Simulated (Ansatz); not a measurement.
C2H5NOSSi (`CO[Si]1(S)C=N1`). Charge 0, multiplicity 1. All single points use the PBE0-D4/def2-TZVP geometry. It is one conformer, not always the lowest.

```xyz
11

C    -1.772   -0.761   -0.666
O    -0.915    0.355   -0.518
Si    0.580    0.386    0.096
S     1.685   -1.230   -0.698
C     1.240    1.818    0.857
N     0.923    0.916    1.735
H    -2.442   -0.563   -1.502
H    -2.365   -0.901    0.241
H    -1.212   -1.679   -0.869
H     2.613   -1.145    0.271
H     1.665    2.806    1.053
```

**Question.** What is the dipole moment at PBE/def2-TZVPP? (Estimate.)

**Answer.** Computed: 1.34 D, with components (-0.36, -0.59, -1.15) D in this frame, pointing from negative to positive charge.

**Question.** And with r2SCAN, B3LYP, ωB97M-V? (An estimate is asked.)

**Answer.** The calculation gave: r2SCAN 1.38 D, B3LYP 1.53 D, ωB97M-V 1.56 D.

**Question.** Give the Mulliken charges with PBE, ωB97M-V, r2SCAN in def2-TZVPP. (Estimate.)

**Answer.** Computed: 
```json
{"atom": "C1", "PBE": "-0.13", "ωB97M-V": "-0.17", "r2SCAN": "0.01"}
{"atom": "O2", "PBE": "-0.31", "ωB97M-V": "-0.36", "r2SCAN": "-0.39"}
{"atom": "Si3", "PBE": "0.36", "ωB97M-V": "0.46", "r2SCAN": "0.56"}
{"atom": "S4", "PBE": "-0.25", "ωB97M-V": "-0.23", "r2SCAN": "-0.26"}
{"atom": "C5", "PBE": "0.03", "ωB97M-V": "0.00", "r2SCAN": "0.01"}
{"atom": "N6", "PBE": "-0.26", "ωB97M-V": "-0.32", "r2SCAN": "-0.33"}
{"atom": "H7", "PBE": "0.11", "ωB97M-V": "0.13", "r2SCAN": "0.07"}
{"atom": "H8", "PBE": "0.11", "ωB97M-V": "0.13", "r2SCAN": "0.07"}
{"atom": "H9", "PBE": "0.09", "ωB97M-V": "0.10", "r2SCAN": "0.06"}
{"atom": "H10", "PBE": "0.13", "ωB97M-V": "0.13", "r2SCAN": "0.12"}
{"atom": "H11", "PBE": "0.11", "ωB97M-V": "0.13", "r2SCAN": "0.07"}
```

B3LYP here is the variant with VWN-RPA as its local correlation; programs differ in this.
